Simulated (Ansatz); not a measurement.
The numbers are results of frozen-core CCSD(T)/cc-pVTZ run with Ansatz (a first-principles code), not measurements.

Ansatz 0.2 input:
```yaml
crystal:
  periodic: [false, false, false]
  atoms:
    - { symbol: Br, position_ang: [0.0, 0.0, 0.0] }
basis:
  gaussian: { orbitals: cc-pVTZ }
correlation:
  method: ccsd_t
magnetization:
  spin_polarized: true
  initial_magnetization: 1
```

Output:

```
Functional definition: HF
276 factors; integrals over basis functions are off by at most 1.8e-4 eV
mean field evaluation 1: about -69999.6032 eV, gradient 5.1e0 eV
mean field evaluation 2: about -69999.6036 eV, gradient 5.1e0 eV
mean field evaluation 4: about -69999.7946 eV, gradient 5.2e-1 eV
mean field evaluation 8: about -69999.7968 eV, gradient 1.1e-3 eV
mean field evaluation 16: about -69999.7950 eV, gradient 5.3e-1 eV
mean field evaluation 32: about -69999.7968 eV, gradient 4.2e-3 eV
mean field evaluation 64: about -69999.7968 eV, gradient 7.5e-4 eV
mean field -69999.79681619 eV, -2572.4450854287 hartree, gradient 4.6e-7 eV, S^2 0.758700; 4 other end points of the search recorded, 0 dependent functions left out
9 core orbitals not correlated
reference -69999.79681619 eV, -2572.4450854287 hartree; 9, 8 occupied and 25, 26 virtual orbitals, 276 factors
second order -5.28897282 eV of doubles, -0.00000000 eV of singles
cycle   1  -5.56230103 eV  change   -2.7e-1 eV  update   4.0e-2
cycle   2  -5.70632622 eV  change   -1.4e-1 eV  update   1.2e-2
cycle   3  -5.70906062 eV  change   -2.7e-3 eV  update   3.1e-3
cycle   4  -5.70984639 eV  change   -7.9e-4 eV  update   7.8e-4
cycle   5  -5.70970725 eV  change    1.4e-4 eV  update   1.6e-4
cycle   6  -5.70970002 eV  change    7.2e-6 eV  update   4.7e-5
cycle   7  -5.70971607 eV  change   -1.6e-5 eV  update   1.3e-5
perturbative correction -0.17067464 eV, -0.0062721772 hartree
Total energy: -70005.67720690 eV, -2572.6611858012 hartree
```

Cost: very roughly 4 core-seconds.
